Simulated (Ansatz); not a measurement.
Relaxation of C2H8BFOSi (14 atoms, charge 0, multiplicity 1), to a largest force component of 0.02 eV/Å in at most 40 steps.

All numbers below come from RKS PBE0-D4/6-31G in Ansatz 0.2.0.

```xyz
14
Properties=species:S:1:pos:R:3
B 1.078 -2.284 -0.340
Si 0.778 -0.543 0.551
C -0.637 0.436 -0.282
O -0.168 0.758 -1.590
C -0.874 1.721 0.478
F -1.334 1.464 1.771
H 0.375 -2.522 -1.269
H 1.898 -2.974 0.018
H 0.443 -0.777 2.001
H 2.031 0.238 0.511
H -1.541 -0.184 -0.237
H -0.380 -0.062 -2.111
H -0.003 2.371 0.546
H -1.680 2.328 -0.018
```

Q: Where does it end, and by what steps?

A: The forces met the threshold. Limits of this set-up: no polarisation functions. After 14 steps the energy has fallen by 0.399 eV; H7 moved furthest, 0.55 Å.

| step | energy less start (eV) | largest force component (eV/Å) | accepted |
| --- | --- | --- | --- |
| 0 | 0.0000 | 2.013 | yes |
| 1 | -0.3060 | 0.613 | yes |
| 2 | -0.3282 | 0.522 | yes |
| 3 | -0.3528 | 0.237 | yes |
| 4 | -0.3725 | 0.131 | yes |
| 5 | -0.3816 | 0.246 | yes |
| 6 | -0.3886 | 0.328 | yes |
| 7 | -0.3934 | 0.261 | yes |
| 8 | -0.3967 | 0.081 | yes |
| 9 | -0.3975 | 0.037 | yes |
| 10 | -0.3976 | 0.072 | yes |
| 11 | -0.3985 | 0.049 | yes |
| 12 | -0.3985 | 0.070 | yes |
| 13 | -0.3981 | 0.107 | no |
| 14 | -0.3993 | 0.013 | yes |

```xyz
14
Properties=species:S:1:pos:R:3
B 1.202 -2.169 -0.475
Si 0.625 -0.637 0.709
C -0.756 0.413 -0.164
O -0.463 0.567 -1.580
C -0.800 1.830 0.366
F -0.923 1.768 1.794
H 0.777 -2.332 -1.587
H 2.006 -2.967 -0.087
H 0.186 -1.147 2.059
H 1.815 0.269 0.918
H -1.738 -0.059 -0.014
H -0.409 -0.305 -2.012
H 0.125 2.356 0.120
H -1.660 2.384 -0.019
```

Run time: 2.8 min on 1 CPU thread of a shared host.
